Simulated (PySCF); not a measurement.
C3H6F2Si, SMILES F[SiH2][C@@H]1C[C@@H]1F. Geometry optimised at PBE0-D3(BJ)/def2-SVP. The structure was generated by enumeration; whether it is a known compound was not checked. The values are those of a single conformer.

Problem. Give the equilibrium geometry at PBE0-D3(BJ)/def2-SVP (PySCF confirms it by a frequency run) as bond lengths and angles. (The exact figures need the calculation; the answer reports its results.)

Solution. Several could match; the one computed here: 
Atoms: F1 Si2 C3 C4 C5 F6 H7 H8 H9 H10 H11 H12. Bonded distances (Å): F1–Si2 1.630, Si2–C3 1.860, Si2–H7 1.489, Si2–H8 1.487, C3–C4 1.524, C3–C5 1.492, C3–H9 1.096, C4–C5 1.479, C4–H10 1.093, C4–H11 1.094, C5–F6 1.363, C5–H12 1.095. Angles (°): F1–Si2–C3 108.1, F1–Si2–H7 107.0, F1–Si2–H8 107.8, C3–Si2–H7 111.4, C3–Si2–H8 110.9, H7–Si2–H8 111.5, Si2–C3–C4 120.0, Si2–C3–C5 119.2, Si2–C3–H9 114.8, C4–C3–C5 58.7, C4–C3–H9 116.8, C5–C3–H9 115.9, C3–C4–C5 59.6, C3–C4–H10 118.8, C3–C4–H11 117.2, C5–C4–H10 118.9, C5–C4–H11 116.5, H10–C4–H11 114.8, C3–C5–C4 61.7, C3–C5–F6 117.2, C3–C5–H12 119.9, C4–C5–F6 117.9, C4–C5–H12 120.6, F6–C5–H12 111.5.
Charge 0, spin multiplicity 1.
